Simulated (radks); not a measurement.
Task: Radial electron density D(r) = 4 pi r^2 rho(r) of an atom or ion with 28 electrons. Method: scalar-relativistic Kohn-Sham, BLYP, spin-polarised, spherical densities, finite nucleus; Fermi nuclear charge, rms radius of each element as measured or else 0.836 A^(1/3) + 0.57 fm; computed with a radial shooting solver on a logarithmic mesh with Libxc functionals.

r (bohr),D(r) (e/bohr)
0.00186,1.252
0.002097,1.555
0.002346,1.899
0.002645,2.348
0.002958,2.855
0.003336,3.511
0.003731,4.246
0.004207,5.187
0.004705,6.229
0.005305,7.545
0.005934,8.981
0.00669,10.76
0.007483,12.67
0.008437,14.98
0.009437,17.39
0.01064,20.23
0.0119,23.08
0.01342,26.28
0.01501,29.34
0.01692,32.56
0.01908,35.57
0.02134,38.03
0.02406,40.13
0.02691,41.43
0.03035,42.01
0.03394,41.74
0.03827,40.67
0.0428,39.11
0.04826,37.17
0.05398,35.52
0.06086,34.41
0.06808,34.38
0.07676,35.69
0.08585,38.14
0.0968,41.69
0.1083,45.20
0.1221,48.23
0.1365,49.52
0.154,48.60
0.1722,45.51
0.1942,40.39
0.2189,34.62
0.2448,29.96
0.2761,26.95
0.3088,26.45
0.3482,28.00
0.3894,30.35
0.4391,32.36
0.4911,32.62
0.5537,30.62
0.6193,26.82
0.6983,21.47
0.781,16.16
0.8806,10.97
0.985,7.079
1.111,4.064
1.242,2.230
1.401,1.068
1.567,0.4886
1.766,0.1890
1.976,0.06896
2.228,0.02000

What is the nuclear charge?

Result: Z = 34. The innermost maximum, from 1s, lies near gamma/Z bohr with gamma = sqrt(1 - (Z/c)^2) = 0.969, here 0.0285 bohr (found: 0.0308), and its height grows with Z. The density is that of the selenium ion Se6+ in [Ar] 3d10; the configuration itself is not fixed sharply by these data, and Z only to about a unit. D(r) has 3 maxima, at r = 0.0308, 0.139, 0.472 bohr, and minima at 0.0644, 0.299 bohr, inside which lie 2.07, 11.04 electrons.
